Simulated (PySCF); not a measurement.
Task: What does the PBE0-D3(BJ)/def2-SVP structure of `N#CCC#C[SiH2]F` look like in three dimensions?

Result: 
```
atom  x, y, z in Å
N1     3.4466   -1.2551   -0.1426
C2     2.7200   -0.3836    0.0775
C3     1.8013    0.7203    0.3590
C4     0.3990    0.3443    0.2207
C5    -0.7716    0.0322    0.1080
Si6   -2.5190   -0.4750   -0.0652
F7    -3.4674    0.7914    0.2955
H8     2.0391    1.5563   -0.3213
H9     1.9959    1.0835    1.3831
H10   -2.7868   -0.8732   -1.4698
H11   -2.8193   -1.5671    0.8944
```

Any rigid rotation of these coordinates is as good. Atoms count from 1 in this order. Si6 (fluorine-bound silicon) is tetrahedral (angles from 108.2° to 112.2°). The 7 heavy atoms lie in one plane (0.010 Å rms). The 3 C–C bonds span 1.217 Å (C4≡C5, drawn triple) to 1.464 Å (C2–C3, drawn single), a spread of 0.247 Å.

Bonds between heavy atoms (Å): N1≡C2 1.156, C2–C3 1.464, C3–C4 1.458, C4≡C5 1.217, C5–Si6 1.828, Si6–F7 1.623.

Theory: PBE0-D3(BJ)/def2-SVP geometry optimisation, gas phase (PySCF 2.14.0).

Point group: Cs (every atom within 0.08 Å of its image). Whether it is a minimum is left open (no frequencies).
